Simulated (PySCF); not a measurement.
C3H9OSi (SMILES [CH2][Si](C)(C)O), doublet, at a GFN2-xTB geometry; MP2/STO-3G in PySCF.

Here is a job for PySCF.
```python
from pyscf import gto, scf, mp

mol = gto.Mole()
mol.atom = '''
    C     0.58008620    1.53301453   -0.96095516
    Si    0.00713756    0.06888407    0.01286974
    C    -1.47254256   -0.75170448   -0.88078712
    C     1.38099740   -1.22921438    0.26088818
    O    -0.39364180    0.48500791    1.54593934
    H     0.68586640    2.51481670   -0.53330152
    H     0.87512597    1.46449470   -1.99228082
    H    -2.29978321   -0.05858815   -1.00389879
    H    -1.83859389   -1.60773263   -0.32173943
    H    -1.18887090   -1.09926350   -1.86798752
    H     1.00524767   -2.09157314    0.80171729
    H     2.20629421   -0.81369965    0.82862531
    H     1.76769001   -1.57162811   -0.69292830
    H    -1.09501410    1.10615926    1.71922750
'''
mol.basis = 'sto-3g'
mol.spin = 1
mol.verbose = 4
mol.build()

mf = scf.UHF(mol)
mf.kernel()

pt = mp.MP2(mf, frozen=9)
pt.kernel()
print('E(MP2) = %.10f' % pt.e_tot)
```

Output, abridged:

```
PySCF version 2.14.0

[INPUT] verbose = 4
[INPUT] num. atoms = 14
[INPUT] num. electrons = 49
[INPUT] charge = 0
[INPUT] spin (= nelec alpha-beta = 2S) = 1
[INPUT] symmetry False subgroup None
[INPUT] Mole.unit = angstrom
[INPUT] Symbol           X                Y                Z      unit          X                Y                Z       unit  Magmom
[INPUT]  1 C      0.580086200000   1.533014530000  -0.960955160000 AA    1.096204046640   2.896977606679  -1.815942070388 Bohr   0.0
[INPUT]  2 Si     0.007137560000   0.068884070000   0.012869740000 AA    0.013488033598   0.130172026645   0.024320283894 Bohr   0.0
[INPUT]  3 C     -1.472542560000  -0.751704480000  -0.880787120000 AA   -2.782702145166  -1.420515593809  -1.664446430844 Bohr   0.0
[INPUT]  4 C      1.380997400000  -1.229214380000   0.260888180000 AA    2.609706864736  -2.322878526577   0.493007209336 Bohr   0.0
[INPUT]  5 O     -0.393641800000   0.485007910000   1.545939340000 AA   -0.743875193181   0.916532118148   2.921401957791 Bohr   0.0
[INPUT]  6 H      0.685866400000   2.514816700000  -0.533301520000 AA    1.296099654041   4.752314816482  -1.007793814614 Bohr   0.0
[INPUT]  7 H      0.875125970000   1.464494700000  -1.992280820000 AA    1.653748407794   2.767493893877  -3.764865113024 Bohr   0.0
[INPUT]  8 H     -2.299783210000  -0.058588150000  -1.003898790000 AA   -4.345960412773  -0.110715557645  -1.897093769882 Bohr   0.0
[INPUT]  9 H     -1.838593890000  -1.607732630000  -0.321739430000 AA   -3.474438906399  -3.038174352227  -0.607999406174 Bohr   0.0
[INPUT] 10 H     -1.188870900000  -1.099263500000  -1.867987520000 AA   -2.246640398465  -2.077306953731  -3.529984816906 Bohr   0.0
[INPUT] 11 H      1.005247670000  -2.091573140000   0.801717290000 AA    1.899642783657  -3.952500404097   1.515026107429 Bohr   0.0
[INPUT] 12 H      2.206294210000  -0.813699650000   0.828625310000 AA    4.169291807114  -1.537669486154   1.565874895783 Bohr   0.0
[INPUT] 13 H      1.767690010000  -1.571628110000  -0.692928300000 AA    3.340449992030  -2.969946697568  -1.309444710960 Bohr   0.0
[INPUT] 14 H     -1.095014100000   1.106159260000   1.719227500000 AA   -2.069276751537   2.090338051552   3.248869120821 Bohr   0.0

nuclear repulsion = 239.588742479659
number of shells = 26
number of NR pGTOs = 114
number of NR cGTOs = 38
basis = sto-3g
ecp = {}

******** <class 'pyscf.scf.uhf.UHF'> ********
method = UHF
initial guess = minao
damping factor = 0
level_shift factor = 0
DIIS = <class 'pyscf.scf.diis.CDIIS'>
diis_start_cycle = 1
diis_space = 8
diis_damp = 0
SCF conv_tol = 1e-09
SCF conv_tol_grad = None
SCF max_cycles = 50
direct_scf = True
direct_scf_tol = 1e-13
number electrons alpha = 25  beta = 24
Set gradient conv threshold to 3.16228e-05
init E= -477.121689198199

cycle= 1 E= -476.819732865121  delta_E= 0.302  |g|= 0.329  |ddm|= 3.01
cycle= 2 E= -476.906260815045  delta_E= -0.0865  |g|= 0.0792  |ddm|= 0.588
cycle= 3 E= -476.911632251108  delta_E= -0.00537  |g|= 0.0249  |ddm|= 0.138
cycle= 4 E= -476.9124865356  delta_E= -0.000854  |g|= 0.00954  |ddm|= 0.0593
cycle= 5 E= -476.912640214898  delta_E= -0.000154  |g|= 0.00446  |ddm|= 0.025
cycle= 6 E= -476.912682154505  delta_E= -4.19e-05  |g|= 0.000745  |ddm|= 0.0186
cycle= 7 E= -476.912683073644  delta_E= -9.19e-07  |g|= 0.000173  |ddm|= 0.00257
cycle= 8 E= -476.912683120755  delta_E= -4.71e-08  |g|= 5.54e-05  |ddm|= 0.00051
cycle= 9 E= -476.91268312614  delta_E= -5.38e-09  |g|= 2.4e-05  |ddm|= 0.000166
cycle= 10 E= -476.912683127379  delta_E= -1.24e-09  |g|= 9.43e-06  |ddm|= 8.95e-05
cycle= 11 E= -476.912683127587  delta_E= -2.08e-10  |g|= 3.33e-06  |ddm|= 3.95e-05
Extra cycle  E= -476.912683127603  delta_E= -1.64e-11  |g|= 2.18e-06  |ddm|= 6.29e-06
converged SCF energy = -476.912683127603  <S^2> = 0.76608966  2S+1 = 2.0160255

******** <class 'pyscf.mp.ump2.UMP2'> ********
nocc = (np.int64(16), np.int64(15)), nmo = (29, 29)
frozen orbitals 9
E(UMP2) = -477.117669319447  E_corr = -0.204986191843432
E(SCS-UMP2) = -477.139495318834  E_corr = -0.226812191230438
E_corr(same-spin) = -0.0221206603634765
E_corr(oppo-spin) = -0.182865531479955
E(MP2) = -477.1176693194
```
